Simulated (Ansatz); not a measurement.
Molecule: C₇H₁₃ (charge 0, doublet). It need not be the lowest isomer of its formula. SMILES: CC(C[CH]C=C)C
Geometry from a B3LYP-D3(BJ)/def2-TZVP (Ansatz, a first-principles code) optimisation:
```
C
H 1 1.0950
H 1 1.0975 2 106.59
C 1 1.4888 2 109.92 3 -118.51
C 4 1.3818 1 124.83 2 -5.26
C 5 1.3789 4 125.41 1 -179.25
H 6 1.0805 5 121.45 4 -180.00
H 6 1.0829 7 117.46 5 -179.97
H 4 1.0873 5 118.21 6 -0.48
H 5 1.0878 6 117.61 7 0.03
C 1 1.5441 2 108.88 3 115.98
H 11 1.0963 1 107.39 2 178.07
C 11 1.5276 12 108.16 1 120.27
H 13 1.0907 11 111.49 12 -60.30
H 13 1.0918 14 108.20 11 -122.39
H 13 1.0940 14 107.70 15 -116.20
C 11 1.5276 12 108.14 13 120.49
H 17 1.0918 11 111.15 12 -61.12
H 17 1.0921 18 107.98 11 -122.50
H 17 1.0936 18 107.65 19 -116.12
```
Charge 0, spin multiplicity 2.

Computed values are from Ansatz. Cores are frozen in the correlated levels unless marked. UHF or UKS for open shells. Spin-orbit coupling is left out. No relativistic terms. CBS(X,Y): correlation extrapolated as X^-3; Hartree-Fock from the larger set. The bracket is a focal-point correction in the basis named.

```json
{
 "atomisation energy De": "8140.1 kJ/mol at RI-MP2/CBS(cc-pVTZ,cc-pVQZ)+[CCSD(T)-MP2]/cc-pVTZ",
 "total_energy": "-274.1392 Eh at RI-MP2/CBS(cc-pVTZ,cc-pVQZ)+[CCSD(T)-MP2]/cc-pVTZ",
 "dipole_moment": "0.47 D at CCSD(T)/aug-cc-pVDZ",
 "T1 diagnostic": "0.020 at CCSD/cc-pVTZ"
}
```

The UHF reference is spin-contaminated (<S^2> 0.20 over the pure value in the largest basis).
